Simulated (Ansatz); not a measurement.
All numbers were calculated with Ansatz.

CH₂BF₃O, SMILES `OC(F)(F)BF` at its PBE0-D4/def2-TZVP geometry, where that method's forces vanish. The species carries charge 0 and has multiplicity 1.

```tsv
atom	x (Å)	y (Å)	z (Å)
O1	0.9283	0.9420	0.5719
C2	-0.1125	0.1095	0.3843
F3	-0.1309	-0.8599	1.3549
F4	-1.2978	0.7808	0.5468
B5	-0.1150	-0.6022	-1.0571
F6	0.8471	-0.3382	-1.9016
H7	0.8651	1.3312	1.4545
H8	-0.9842	-1.3632	-1.3538
```

Question: For each bond, give half the difference of the two atoms' forces along it (eV/Å; positive pushes the atoms apart) under PBE-D4, r2SCAN-D4, B3LYP-D4, ωB97M-V in def2-TZVPP. (Best estimate.)

Answer: The calculation gave: 
```tsv
bond	length (Å)	PBE-D4	r2SCAN-D4	B3LYP-D4	ωB97M-V
O1–C2	1.346	0.30	0.16	0.19	0.21
O1–H7	0.967	0.37	0.01	-0.04	-0.10
C2–F3	1.372	0.63	0.35	0.33	0.15
C2–F4	1.372	0.63	0.34	0.33	0.14
C2–B5	1.607	-0.42	-0.27	-0.21	-0.15
B5–F6	1.307	0.54	0.20	0.20	0.23
B5–H8	1.193	-0.01	-0.07	-0.18	-0.22
```

B3LYP here is the variant with VWN-RPA as its local correlation; programs differ in this.
